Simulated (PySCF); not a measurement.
Compound: C₂H₆OSi.
SMILES: `C[SiH2]C=O`

Torsions of this conformer, `[CH3:1][SiH2:2][CH:3]=[O:4]`: C1–Si2–C3–O4 -1°.

The closed-shell ground state was solved at several levels (PySCF, density fitting, gas phase, non-relativistic). Isolated species at its PBE0-D3(BJ)/def2-SVP geometry (one conformer only).

```
              level  basis functions  total energy (Eh)  HOMO (eV)  LUMO (eV)  gap (eV)  dipole (D)
   LC-wPBE/pcSseg-2              235          -444.4110      -9.68       0.96     10.64        2.04
    B3LYP/def2-TZVP              166          -444.6190      -6.76      -1.74      5.02        1.87
      B3LYP/cc-pVTZ              208          -444.6153      -6.70      -1.66      5.04        1.82
         PBE0/6-31G               52          -444.1118      -6.79      -1.17      5.62        1.97
       PBE0/cc-pVDZ               90          -444.2180      -6.71      -1.14      5.57        1.67
   wB97X-D/pcSseg-2              235          -444.5439      -8.87       0.37      9.24        1.98
B3LYP/aug-cc-pVTZ-J              326          -444.6293      -6.80      -1.83      4.97        1.93
       B3LYP/6-31G*               72          -444.5156      -6.43      -1.27      5.16        1.73
```

**Question.** What might HF/pcSseg-2 (235 basis functions) give for the same quantities?

**Answer.** Total energy -443.0779 Eh, HOMO -10.65 eV, LUMO 2.55 eV, gap 13.20 eV, dipole 2.38 D.

**Question.** Over all these levels, which gives the widest orbital gap and which the narrowest?

**Answer.** HF/pcSseg-2 (Hartree–Fock, all exact exchange) has the widest, 13.20 eV, and B3LYP/aug-cc-pVTZ-J (global hybrid, 20 % exact exchange) the narrowest, 4.97 eV. Functional and basis both differ between the two, so the spread mixes both effects.

**Question.** How much does the basis alone move the frontier levels among the 4 B3LYP rows?

**Answer.** The HOMO by 0.37 eV and the LUMO by 0.56 eV. By rising basis size (HOMO, LUMO in eV): 6-31G* -6.43, -1.27; def2-TZVP -6.76, -1.74; cc-pVTZ -6.70, -1.66; aug-cc-pVTZ-J -6.80, -1.83.

**Question.** How far do the dipole and the HOMO energy spread over the levels?

**Answer.** The dipole runs from 1.67 to 2.38 D (mean 1.93 D) and the HOMO from -10.65 to -6.43 eV.

The pairwise dispersion term of wB97X-D wasn't added to the energies; at a given geometry it leaves orbitals and properties as they are.
